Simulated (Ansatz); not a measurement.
One change: `Cl[CH2][GeH]([Cl])[Cl]` becomes `C[NH][GeH]([Cl])[Cl]`.

Ansatz, PBE0-D4/def2-TZVP geometries, multiplicity 1. Each molecule was computed in one conformer, which needn't be the lowest.

Scalar relativity is left out up to krypton.

| property | `Cl[CH2][GeH]([Cl])[Cl]` |
| --- | --- |
| size of the dipole moment (ωB97M-V/def2-TZVPP) / D | 3.01 |
| HOMO energy (PBE0/def2-TZVPP) / eV | -8.40 |
| size of the dipole moment (B3LYP/def2-TZVPP) / D | 3.00 |
| size of the dipole moment (PBE/def2-TZVPP) / D | 2.86 |
| LUMO energy (ωB97M-V/def2-TZVPP) / eV | 1.35 |
| HOMO–LUMO gap (PBE/def2-TZVPP) / eV | 5.43 |

(1) Give the same properties after the change, and the shifts. (Estimate.)

Answers

(1) Computed: 
```tsv
property	`C[NH][GeH]([Cl])[Cl]`	shift
size of the dipole moment (ωB97M-V/def2-TZVPP) / D	2.32	-0.69
HOMO energy (PBE0/def2-TZVPP) / eV	-7.50	0.90
size of the dipole moment (B3LYP/def2-TZVPP) / D	2.37	-0.63
size of the dipole moment (PBE/def2-TZVPP) / D	2.37	-0.49
LUMO energy (ωB97M-V/def2-TZVPP) / eV	1.58	0.23
HOMO–LUMO gap (PBE/def2-TZVPP) / eV	4.69	-0.74
```

With PBE0 the HOMO rises by 0.90 eV and the LUMO rises by 0.24 eV, so the gap narrows by about 0.66 eV. PBE moves the HOMO by 0.97 eV and ωB97M-V by 0.77 eV. The zero-point energy changes by 68.6 kJ/mol with +6 modes. Dipoles are sizes alone; their direction can turn.

B3LYP here is the variant with VWN-RPA as its local correlation; programs differ in this.
